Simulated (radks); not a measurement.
Problem. Valence configurations of Pm III (all share [Xe]). All-electron calculation, Dirac Kohn-Sham, PBEsol, spin-unpolarised, spherical densities, finite nucleus; open shells are shared between the two j in proportion to 2j + 1; Fermi nuclear charge, rms radius 4.962 fm. Program: a radial shooting solver on a logarithmic mesh with Libxc functionals. Order these by energy: 4f4 5d1; 4f3 6p2; 4f3 5d1 6p1; 4f3.5 5d0.5 6p1; 4f4.5 6s0.5; 4f4 6s1; 4f4.5 5d0.5; 4f4 6p1; 4f5.

Solution. From the lowest, in eV above it: 4f5 0.000; 4f4.5 5d0.5 1.297; 4f4.5 6s0.5 1.570; 4f4 5d1 3.616; 4f4 6s1 4.673; 4f4 6p1 8.851; 4f3.5 5d0.5 6p1 12.873; 4f3 5d1 6p1 18.167; 4f3 6p2 25.709. NIST lists [Xe] 4f5 as the ground configuration; this level of theory agrees among the configurations tried. The energies are those of spherical spin-averaged densities, not of single terms.
